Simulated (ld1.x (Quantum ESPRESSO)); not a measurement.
The numbers below are computed, except where a source is named.
# Potentials for lead (Pb) compared

Generated with ld1.x 7.5 (TM, RRKJ, ultrasoft, PAW), atompaw 4.2 or ONCVPSP 4.0.1. The cutoff is in Ry: for ld1.x and atompaw files where the sum of valence levels is converged to 10 mRy in a Bessel basis, for ONCV files where the hardest occupied wave has 1 mHa per electron of residual kinetic energy. The error is the largest all-electron minus pseudo excitation energy over each file’s own four to seven test configurations (ionisations up to +4, promotions, holes and added fractions of an electron), all of which were solved. The labels leave out finer settings (local radius, basis sizes, second energies), which also bear on the numbers. Spin-polarised tests are not counted. The rows are a selection from randomly drawn settings: files with unsolved tests, undetermined cutoffs or missed reference levels are left out.

A true bound ghost makes a file unfit for plane-wave use even where its test errors are small: the radial tests pick states by their node count and pass the ghost by.

| potential | cutoff (Ry) | largest error (meV) | bound ghosts |
| --- | --- | --- | --- |
| TM, PBEsol, scalar-relativistic, rc 1.80/2.70/0.86/2.65 (spdf), local s, core correction yes, reference 5d10 6s2 6p1 | 300 | -190 | none |
| TM semilocal, LDA (PZ), scalar-relativistic, rc 1.55/2.55 (sp), local s, core correction yes, reference 6s1 6p3 | 35 | -343 | none |
| TM, revPBE, scalar-relativistic, rc 2.00/2.75/1.10 (spd), local smoothed, core correction yes, reference 5d10 6s2 6p1 | 80 | -136 | none |
| TM, PBEsol, scalar-relativistic, rc 1.56/2.94 (sp), local s, core correction no, reference 6s2 6p1 | 50 | +162 | d |

Question: Fill in the row for Pb: TM, PW91, fully relativistic, rc 1.60/2.10 (sp), local smoothed, core correction yes, reference 6s2 6p2.

Answer: cutoff 45 Ry, largest error -709 meV, bound ghosts: s, d.

Question: Fill in the row for Pb: TM, PBE, scalar-relativistic, rc 1.55/2.10/1.20/1.80 (spdf), local p, core correction yes, reference 5d10 6s1.75 6p2.25.

Answer: cutoff 90 Ry, largest error -117 meV, bound ghosts: none.
